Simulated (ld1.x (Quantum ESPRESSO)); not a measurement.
What one change does to a pseudopotential (strontium (Sr), ultrasoft)

| Item | Value |
| --- | --- |
| Element | strontium |
| Generator | ld1.x (Quantum ESPRESSO) 7.5 |
| Type | ultrasoft |
| Functional | PBE |
| Relativity | scalar-relativistic |
| Frozen core | [Ar] 3d10 |
| Valence charge | 10 |
| Reference configuration | 4s2 4p6 4d0 5s2 5p0 |
| Partial waves | 4s (bound): rcut 2.40, rcutus 2.55 bohr; 5s (bound): rcut 2.40, rcutus 2.55 bohr; 4p (bound): rcut 2.10, rcutus 2.40 bohr; 5p (bound, empty): rcut 2.10, rcutus 2.40 bohr; 4d (bound, empty): rcut 2.20, rcutus 2.85 bohr; 4d channel at 0.3 Ry: rcut 2.20, rcutus 2.85 bohr |
| Local potential | all-electron potential smoothed inside 2.00 bohr (lloc = -2) |
| Core correction | a·sin(br)/r model core, default radius (core density twice the valence density) |
| Augmentation charge | PSQ, radius 2.15 bohr |

Change: core correction none.

Cutoffs: the cutoffs (Ry, on a coarse ladder) from which the occupation-weighted sum of valence levels, in a spherical-Bessel basis at the reference potential, stays within 10 and 1 mRy of its value at 400 Ry; they do not see the model core or the augmentation charge, which bear on the density cutoff. Errors are all-electron minus pseudo energies relative to the spin-unpolarised reference configuration.

Question: How do hardness, ghosts and transferability respond?

Answer: The potential gets neither clearly harder nor softer (15 Ry and 25 Ry → 15 Ry and 25 Ry); of the 7 tests that both files solve, the error grows in 1 and shrinks in 5 by more than 15 % and 0.3 meV (median size 14.2 → 9.6 meV); neither file shows a bound ghost. The default core radius of the base comes out at 0.88 bohr.

```csv
quantity,base,changed
"cutoff, loose",15 Ry,15 Ry
"cutoff, tight",25 Ry,25 Ry
bound ghosts,none,none
"error for 4s2 4p6 4d0 5s1 5p0, meV [ΔE 5.89 eV]",-0.9,-0.5
"error for 4s2 4p6 4d0 5s0 5p0, meV [ΔE 16.89 eV]",-14,-9.2
"error for 4s2 4p6 4d0 5s1.5 5p0, meV [ΔE 2.34 eV]",-0.1,-0.1
"error for 4s1 4p6 4d0 5s2 5p0, meV [ΔE 47.02 eV]",-58,-48
"error for 4s2 4p5 4d0 5s2 5p0, meV [ΔE 28.31 eV]",-7.1,-9.6
"error for 4s2 4p6 4d0 5s0 5p2, meV [ΔE 4.71 eV]",-36,-19
"error for 4s2 4p6 4d0 5s0 5p1, meV [ΔE 8.82 eV]",-31,-18
s: phases at 3.10 bohr within 0.05 rad from the reference energy up to (Ry; the scan ends near 5),2.3,2.3
p: phases at 3.10 bohr within 0.05 rad from the reference energy up to (Ry; the scan ends near 5),3.9,3.9
d: phases at 3.10 bohr within 0.05 rad from the reference energy up to (Ry; the scan ends near 5),2.0,2.0
lowest overlap eigenvalue by channel,"s 0.08, p 0.14, d 0.93","s 0.08, p 0.14, d 0.93"
```
